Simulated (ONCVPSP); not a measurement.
**Building the ONCV potential for beryllium (Be) (PBEsol, scalar-relativistic).**

Be, optimised norm-conserving Vanderbilt (ONCV), made with ONCVPSP 4.0.1 (PBEsol, scalar-relativistic). Core [He], reference 2s2. Waves: 2s: rc 2.25 bohr, ncon 4, nbas 7, qcut 3.4 1/bohr, 2 projectors, debl 3.3 Ha; p scattering state at 0.03 Ha: rc 1.95 bohr, ncon 4, nbas 7, qcut 3.9 1/bohr, 2 projectors, debl 3.6 Ha. Local part: polynomial inside 1.85 bohr (lpopt 5, dvloc0 2 Ha). Core correction: Teter function, fcfact 2.25, rcfact 1.6.

In the p channel the program set the typed energies aside and used 0.050, 3.650 Ha.

- Cutoffs needed: 4.4 Ha and 8.6 Ha (the cutoffs (Ha) at which the residual kinetic energy of the hardest occupied pseudo-wave falls to 1 and 0.1 mHa per electron) The cutoffs count occupied waves only; projector 2 of the p channel, the hardest unoccupied one, needs 42 Ha at the loose tolerance.
- Ghost test: no bound ghost flagged; no localised positive-energy state flagged
- Largest excitation error: -6.5 meV (all-electron minus pseudo) for 2s0 2p2, out of 4 test configurations
- rms error of d²Exc/dni dnj: 1.20 mHa without and 1.13 mHa with the model core
